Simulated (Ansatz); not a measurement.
Geometry optimisation, RKS BLYP/6-31G* (Ansatz).

Input:

```yaml
crystal:
  periodic: [false, false, false]
  atoms:
    - { symbol: B, position_ang: [0.0, 0.0, 0.0] }
    - { symbol: H, position_ang: [0.0, 0.0, 1.54] }
    - { symbol: F, position_ang: [1.1431, 0.0, -0.66] }
    - { symbol: O, position_ang: [-1.2211, 0.0, -0.705] }
    - { symbol: H, position_ang: [-1.7308, -0.8467, -0.4965] }
    - { symbol: O, position_ang: [0.0766, 1.621, 0.5392] }
    - { symbol: Al, position_ang: [0.7098, 2.1426, 2.1189] }
    - { symbol: H, position_ang: [1.2046, 1.0815, 3.1499] }
    - { symbol: H, position_ang: [0.7698, 3.6608, 2.4724] }
    - { symbol: H, position_ang: [0.0407, 0.8604, 1.537] }
basis:
  gaussian: { orbitals: "6-31G*" }
hamiltonian:
  xc: blyp
relax:
  f_tol: 0.15
  max_steps: 25
  restrain:
    - { distance: [0, 5], at: 1.41, k: 30.0 }
    - { distance: [9, 1], at: 0.66, k: 30.0 }
    - { distance: [0, 1], at: 2.39, k: 30.0 }
    - { distance: [9, 5], at: 2.21, k: 30.0 }
```

Run as:

```bash
$ ansatz run input.yaml --threads 2 --pin off --max-ram 3072MiB --backend cpu --events-out ev --progress --plain --runs-dir out
```

Task: Where does it end, and by what steps?

Result: It converged. The restraints hold the end off the free minimum. After 14 steps the energy has fallen by 5.430 eV (the restraints' own energy left out); H10 moved furthest, 1.71 Å. Parted: Al7–H10.

```
step  energy less start (eV)  largest force component (eV/Å)  accepted
   0                  0.0000                           4.370       yes
   1                 -0.9766                           6.059       yes
   2                 -2.3725                           5.671       yes
   3                 -3.4306                           3.426       yes
   4                 -4.2655                           2.205       yes
   5                 -4.8835                           1.933       yes
   6                 -5.1349                           2.161       yes
   7                 -5.2920                           1.659       yes
   8                 -5.3509                           1.520       yes
   9                 -5.3848                           1.529       yes
  10                 -5.4022                           1.510       yes
  11                 -5.4172                           1.513       yes
  12                 -5.4287                           1.385       yes
  13                 -5.4140                           1.191        no
  14                 -5.4304                           1.431       yes
```

```xyz
10
Properties=species:S:1:pos:R:3
B -0.086 0.504 0.035
H -0.171 -1.385 1.518
F 0.878 -0.079 -0.725
O -1.407 0.370 -0.318
H -1.492 -0.190 -1.117
O 0.274 1.260 1.132
Al 0.828 2.581 2.080
H 1.186 2.256 3.599
H 0.955 4.017 1.401
H 0.028 -0.813 1.891
```

Whether the end is a true minimum wasn't checked by a vibrational analysis.

The run took 9.8 s on 2 threads of AMD EPYC 9R45 96-Core Processor (Zen 5) (shared host), peak memory 0.17 GiB.
